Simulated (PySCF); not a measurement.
Static response to an electric field

Species: spiro(2.5)octane, C₈H₁₄.
Structure used (PBE0-D3(BJ)/def2-SVP), in Å, numbered top down from 1:
```xyz
22
C8H14 angstrom
C     -2.1464   -0.3709   -0.2468
C     -1.4943    0.9876   -0.4856
C     -0.2862    1.1900    0.4245
C      0.7019    0.0503    0.2835
C      0.0680   -1.3076    0.5059
C     -1.1404   -1.5072   -0.4044
C      1.7723    0.1672   -0.7671
C      2.1262    0.2648    0.6912
H     -2.9981   -0.5141   -0.9315
H     -2.5643   -0.3970    0.7765
H     -2.2266    1.7979   -0.3376
H     -1.1645    1.0509   -1.5380
H      0.2096    2.1500    0.2068
H     -0.6230    1.2428    1.4765
H     -0.2507   -1.3845    1.5621
H      0.8128   -2.1042    0.3457
H     -1.6202   -2.4779   -0.1986
H     -0.7964   -1.5433   -1.4536
H      1.8092    1.0800   -1.3690
H      2.0654   -0.7365   -1.3095
H      2.6616   -0.5724    1.1487
H      2.4052    1.2448    1.0894
```

Level: wB97X-D/def2-SVPD (PySCF), static field, nuclei fixed, core orbitals frozen in the response. The polarisability tensor in these axes (au):

```
x   98.88  1.71  2.16
y    1.71 87.50  0.15
z    2.16  0.15 82.60
```

Diagonalise the tensor; give its mean and Δα, where Δα² is half the sum of the squared differences of the eigenvalues.

Principal values 82.31, 87.25 and 99.40 au; mean 89.66 au = 13.29 Å³ = 14.78 × 10⁻⁴⁰ C²·m²/J; Δα = 15.23 au (17 % of the mean).

What is the dipole moment, and where does it point?

(-0.21, -0.03, -0.01) D, 0.21 D in size, pointing from the negative to the positive side. Measured along this direction, the outermost atoms are H21 and H22 at the negative end and H9 at the positive end.

Give the principal axes and the span of the nuclei along them.

Largest value along (0.98, 0.14, 0.13), where the nuclei span 5.81 Å; middle along (-0.14, 0.99, -0.03), 4.32 Å; least along (-0.13, 0.01, 0.99), 3.14 Å. The response follows the extents in order.

Refractivity n − 1 of an ideal gas of it at 350 K and 1 atm, from the electronic α?

N = p/kT = 2.0968 × 10¹⁹ cm⁻³, so n − 1 = 2π × N × 13.29 × 10⁻²⁴ cm³ = 1750 × 10⁻⁶ at long wavelengths.

Give the eigenvalues of the traceless quadrupole moment Θ = ½Σq(3rr − r²1), origin at the centre of nuclear charge.

-1.64, -0.09, 1.72 D·Å. The values depend on the origin, since the dipole doesn't vanish. The electronic extent ⟨r²⟩ about the same centre is 982 bohr², a root-mean-square distance of 2.11 Å for the 62 electrons.

Isolated species at its PBE0-D3(BJ)/def2-SVP geometry (one conformer only).
